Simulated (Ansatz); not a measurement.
Cost and result for the atomization energy of C5H12O2, SMILES `OCCCCCO` (19 atoms, 18 bonds).

```xyz
19

O     1.3850   -2.1728   -2.3089
C     0.6042   -1.2109   -1.6300
C     1.3514   -0.5445   -0.4901
C     0.5823    0.5893    0.1749
C    -0.6489    0.1472    0.9518
C    -1.3799    1.2999    1.6140
O    -1.8736    2.2500    0.6911
H     1.6517   -2.8439   -1.6755
H     0.3361   -0.4632   -2.3820
H    -0.3328   -1.6592   -1.2722
H     2.2968   -0.1642   -0.8892
H     1.6120   -1.3026    0.2615
H     0.2860    1.3257   -0.5790
H     1.2528    1.1177    0.8616
H    -0.3598   -0.5716    1.7288
H    -1.3509   -0.3826    0.2958
H    -2.1901    0.9152    2.2485
H    -0.6948    1.8528    2.2633
H    -2.5274    1.8175    0.1357
```

The species carries charge 0 and has multiplicity 1. The geometry is a stationary point of PBE0-D4/def2-TZVP. It is one conformer, not always the lowest. Program: Ansatz. All runs use 2 threads of an AMD EPYC 7R13 on a shared host and a share of an NVIDIA H100 80 GB. Times are those of one run each, without the atoms' runs, and a repeat can differ threefold. Electronic energies, without spin–orbit coupling; frozen cores. CCSD(T)/CBS adds CCSD(T) − MP2 in def2-TZVPP to the MP2 limit, and its time is that of the two runs behind it. T1 = 0.010.

CCSD(T)/CBS is a level of theory with its own doubt, some kJ/mol a heavy atom from the limit and from the frozen cores, so smaller differences don't rank the functionals.

```csv
level,functions,wall time,atomization (kJ/mol),difference from CCSD(T)/CBS,per bond
CCSD(T)/def2-SVP,158,1.9 s,7166.8,-327.8,-18.2
LDA (SPW92)/def2-TZVPP,385,1.9 s,8593.8,1099.2,61.1
BHLYP-D4/def2-TZVPP,385,1.9 s,7268.0,-226.6,-12.6
PBE-D4/def2-TZVPP (with forces),385,2.1 s,7645.2,150.6,8.4
r2SCAN-D4/def2-TZVPP (with forces),385,2.2 s,7496.8,2.2,0.1
B2PLYP/def2-TZVPP,385,2.4 s,7408.4,-86.2,-4.8
PBE-QIDH/def2-TZVPP,385,2.4 s,7459.9,-34.7,-1.9
B97M-V/def2-TZVPP,385,2.4 s,7479.3,-15.3,-0.8
r2SCANh-D4/def2-TZVPP,385,2.4 s,7457.6,-37.0,-2.1
ωB97X-V/def2-TZVPP,385,2.5 s,7495.6,1.0,0.1
MP2/def2-QZVPP,759,4.3 s,7526.6,32.0,1.8
CCSD(T)/def2-TZVPP,385,12 s,7319.7,-174.9,-9.7
CCSD(T)/CBS(def2),–,16 s,7494.6,0.0,0.0
```

The D4 term adds +54.4 kJ/mol with B3LYP and +29.2 kJ/mol with PBE0; it sums over pairs of atoms, weighted by their polarisabilities, and B3LYP, whose exchange is more repulsive, gets the larger term. From PBE to PBE0 (25 % exact exchange), in def2-TZVPP and without D4, the atomization energy moves by −117.8 kJ/mol: exact exchange takes away binding that semilocal exchange gives to molecules. In def2-TZVPP, CCSD(T) changes the Hartree–Fock value by +1838.7 kJ/mol (the triples alone add +99.3 kJ/mol) and MP2 by +1942.9 kJ/mol; breaking electron pairs costs correlation energy, which Hartree–Fock lacks.

B3LYP here is the variant with VWN-RPA as its local correlation; programs differ in this.
